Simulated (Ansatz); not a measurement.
Consider the silylene loss: `O[CH2][GeH2][SiH3]` → `O[CH2][GeH3]` + `[SiH2]`.

Gas-phase electronic energies from Ansatz, PBE0-D4/def2-TZVP geometries. CCSD(T)/CBS is the MP2 limit (def2-TZVPP, def2-QZVPP) plus CCSD(T) − MP2 in def2-TZVPP, frozen cores. This one scheme is used for every species. Functionals use def2-TZVPP. For Ge outer-core shells are correlated without core-valence functions, which leaves a few kJ/mol of doubt a bond. Scalar relativity is left out up to krypton. One conformer a species, not always the lowest.

| level | ΔE (kcal/mol) |
| --- | --- |
| PBE0-D4 | 64.4 |
| SCS-MP2/def2-QZVPP | 60.5 |

What does CCSD(T)/CBS give? (Estimate.)

The calculation gave: +60.5 kcal/mol. The listed levels differ from it by 3.9, 0.0 kcal/mol.

Largest T1 diagnostic among the species: 0.014.

In def2-TZVPP, CCSD(T) changes the Hartree–Fock value by +5.0 kcal/mol (the triples alone add +1.2 kcal/mol) and MP2 by +9.0 kcal/mol. From PBE to PBE0 (25 % exact exchange), in def2-TZVPP and without D4, ΔE moves by +1.5 kcal/mol. The D4 term adds +2.9 kcal/mol with B3LYP and +1.6 kcal/mol with PBE0; it sums over pairs of atoms, weighted by their polarisabilities, and B3LYP, whose exchange is more repulsive, gets the larger term.

B3LYP here is the variant with VWN-RPA as its local correlation; programs differ in this.
